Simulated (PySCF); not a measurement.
**Adding and removing an electron: NaHg**

B97-3; Na def2-SVPD, Hg def2-SVPD with ECP60; scalar-relativistic core potentials (PySCF 2.14). Neutral (UKS): doublet (σ ↑), Re = 3.530 Å, ωe = 56.7 cm⁻¹, De = 0.06 eV, HOMO -3.41 eV, LUMO -1.24 eV.

NaHg⁻ (UKS): singlet (closed shell), Re = 4.079 Å, ωe = 41.1 cm⁻¹, De = 0.18 eV to Na⁻ + Hg. The energies at the minima are -315.74220 hartree for NaHg and -315.76247 for NaHg⁻.

Problem. Work out the adiabatic electron affinity, without and with harmonic zero-point energies (1 hartree = 27.2114 eV, 1 eV = 8065.5 cm⁻¹), and the change of the bond length.

Solution. At B97-3: 0.02027 hartree = 0.552 eV between the minima; the zero-point term (56.7 − 41.1)/2 cm⁻¹ = +0.001 eV makes it 0.553 eV. Re changes by +54.9 pm against the neutral. The electron enters a σ orbital, and the ion is left as a loose complex of an ion and an atom.

Closed-shell solutions of metal pairs were not tested for spin polarisation, which can lower them a little. Weak bonds: NaHg, NaHg⁻. Basis-set superposition, not corrected here, can be much of De in a small basis, most of all at correlated wavefunction levels. Spin–orbit coupling is left out. For an ion De counts to the pair picked by the measured ionisation energies or electron affinities, which need not be the lowest pair at this level. The highest Kohn–Sham level is positive in this anion. Much of that is self-interaction error, but it also means that the finite basis helps to hold the extra electron. States were picked by a PBE0 search and need not be the measured ground states.
